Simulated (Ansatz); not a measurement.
H9Au5⁺. The state is a doublet with charge 1. Geometry PBE-D4/def2-SVP.

```xyz
14

Au    0.696    0.366    2.072
Au   -0.668   -0.341   -0.197
Au   -0.022   -0.779   -4.279
Au    1.717    1.325    4.429
Au   -2.106   -1.005   -2.466
H    -2.092   -1.246   -4.099
H     3.141    1.817    5.427
H     0.408    0.467    3.811
H     0.917    0.066    0.388
H     1.515   -0.451   -4.555
H    -3.665   -1.381   -2.538
H     2.731    2.543    5.297
H    -2.291   -0.794   -0.743
H    -0.280   -0.590   -2.547
```

In the def2 sets Au takes a core potential; there is no spin–orbit coupling. In the doublet, H7 and H12 lie 0.84 Å apart (atoms count from 1), so H2 has formed as a molecule. Another isomer (doublet) lies 0.14 eV lower at PBE0-D4/def2-TZVP; other spin states weren't run for this one.

**Question.** Estimate the α-spin orbital energies around the gap (eV) in Ansatz with PBE-D4/def2-SVP, r2SCAN-D4/def2-TZVP, B97M-V/def2-TZVP, PBE0-D4/def2-SVP, PBE0-D4/def2-TZVP.

**Answer.** 
```csv
orbital,PBE-D4/def2-SVP,r2SCAN-D4/def2-TZVP,B97M-V/def2-TZVP,PBE0-D4/def2-SVP,PBE0-D4/def2-TZVP
HOMO−5,-11.22,-11.49,-11.40,-12.50,-12.47
HOMO−4,-11.04,-11.25,-11.26,-12.46,-12.42
HOMO−3,-11.01,-11.23,-11.18,-12.37,-12.32
HOMO−2,-10.88,-11.06,-10.87,-11.95,-11.92
HOMO−1,-10.75,-10.93,-10.78,-11.83,-11.81
HOMO,-9.61,-9.93,-9.73,-10.62,-10.68
LUMO,-6.83,-6.80,-6.73,-6.11,-6.13
LUMO+1,-5.93,-5.75,-5.52,-4.92,-4.94
LUMO+2,-5.55,-5.39,-5.49,-4.74,-4.77
LUMO+3,-5.45,-5.16,-5.44,-4.71,-4.75
LUMO+4,-5.02,-4.71,-5.00,-4.35,-4.35
LUMO+5,-4.18,-4.01,-4.03,-3.32,-3.35
β HOMO,-10.72,-10.88,-10.71,-11.74,-11.70
β LUMO,-9.02,-8.97,-8.99,-8.30,-8.34
```
